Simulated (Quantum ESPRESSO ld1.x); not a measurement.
The mean radii <r> (bohr) of the occupied orbitals of an atom or ion are listed with their occupations. All-electron calculation, non-relativistic Kohn-Sham, LDA (Slater exchange, Gunnarsson-Lundqvist correlation), spin-unpolarised, spherical densities, point nucleus. Program: ld1.x of Quantum ESPRESSO 7.5.

| orbital | occ. | <r> |
|---|---|---|
| 1s | 2 | 0.2695 |

Name the element and its charge.

Answer. Z = 6, carbon, charge +4: C4+ in [He]. The 1s radius gives Z: for a bare nucleus <r> = 1.5/Z, 0.25 bohr for Z = 6, and screening makes it slightly larger (0.2695 here). The occupations add up to 2, and the charge is Z minus that.
